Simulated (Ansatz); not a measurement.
`NC([SiH3])[SiH2]Cl` + `CC(F)S` → `CC(F)S[SiH3]` + `NC[SiH2]Cl`  (ligand exchange at the Si–C bond)

Calculated with Ansatz (gas phase, PBE0-D4/def2-TZVP geometries, no zero-point term in ΔE). CBS: MP2 limit from def2 TZ/QZ plus the TZ coupled-cluster correction, frozen cores. DFT in def2-TZVPP. B3LYP here is the variant with VWN-RPA as its local correlation; programs differ in this. One conformer a species, not always the lowest.

```json
{"level": "PBE-D4", "ΔE (kJ/mol)": "-55.8", "difference from CCSD(T)/CBS": "2.4"}
{"level": "r2SCAN-D4", "ΔE (kJ/mol)": "-59.0", "difference from CCSD(T)/CBS": "-0.8"}
{"level": "PBE0-D4", "ΔE (kJ/mol)": "-58.4", "difference from CCSD(T)/CBS": "-0.2"}
{"level": "B3LYP-D4", "ΔE (kJ/mol)": "-57.5", "difference from CCSD(T)/CBS": "0.7"}
{"level": "ωB97X-V", "ΔE (kJ/mol)": "-57.9", "difference from CCSD(T)/CBS": "0.3"}
{"level": "ωB97M-V", "ΔE (kJ/mol)": "-56.4", "difference from CCSD(T)/CBS": "1.8"}
{"level": "B2PLYP", "ΔE (kJ/mol)": "-59.8", "difference from CCSD(T)/CBS": "-1.6"}
{"level": "PBE", "ΔE (kJ/mol)": "-58.0", "difference from CCSD(T)/CBS": "0.2"}
{"level": "r2SCAN", "ΔE (kJ/mol)": "-59.6", "difference from CCSD(T)/CBS": "-1.4"}
{"level": "PBE0", "ΔE (kJ/mol)": "-60.4", "difference from CCSD(T)/CBS": "-2.2"}
{"level": "B3LYP", "ΔE (kJ/mol)": "-61.0", "difference from CCSD(T)/CBS": "-2.8"}
{"level": "HF/def2-TZVPP", "ΔE (kJ/mol)": "-67.7", "difference from CCSD(T)/CBS": "-9.5"}
{"level": "MP2/def2-TZVPP", "ΔE (kJ/mol)": "-57.6", "difference from CCSD(T)/CBS": "0.6"}
{"level": "SCS-MP2/def2-TZVPP", "ΔE (kJ/mol)": "-58.0", "difference from CCSD(T)/CBS": "0.2"}
{"level": "CCSD/def2-TZVPP", "ΔE (kJ/mol)": "-56.6", "difference from CCSD(T)/CBS": "1.6"}
{"level": "CCSD(T)/def2-TZVPP", "ΔE (kJ/mol)": "-55.3", "difference from CCSD(T)/CBS": "2.9"}
{"level": "HF/def2-QZVPP", "ΔE (kJ/mol)": "-67.6", "difference from CCSD(T)/CBS": "-9.4"}
{"level": "MP2/def2-QZVPP", "ΔE (kJ/mol)": "-59.2", "difference from CCSD(T)/CBS": "-1.0"}
{"level": "SCS-MP2/def2-QZVPP", "ΔE (kJ/mol)": "-59.7", "difference from CCSD(T)/CBS": "-1.5"}
{"level": "HF/CBS(def2)", "ΔE (kJ/mol)": "-67.6", "difference from CCSD(T)/CBS": "-9.4"}
{"level": "MP2/CBS(def2)", "ΔE (kJ/mol)": "-60.4", "difference from CCSD(T)/CBS": "-2.2"}
{"level": "CCSD/CBS(def2)", "ΔE (kJ/mol)": "-59.4", "difference from CCSD(T)/CBS": "-1.2"}
{"level": "CCSD(T)/CBS", "ΔE (kJ/mol)": "-58.2", "difference from CCSD(T)/CBS": "0"}
```

Largest T1 diagnostic among the species: 0.011.

The D4 term adds +3.5 kJ/mol with B3LYP and +1.9 kJ/mol with PBE0; it sums over pairs of atoms, weighted by their polarisabilities, and B3LYP, whose exchange is more repulsive, gets the larger term. In def2-TZVPP, CCSD(T) changes the Hartree–Fock value by +12.3 kJ/mol (the triples alone add +1.3 kJ/mol) and MP2 by +10.1 kJ/mol.
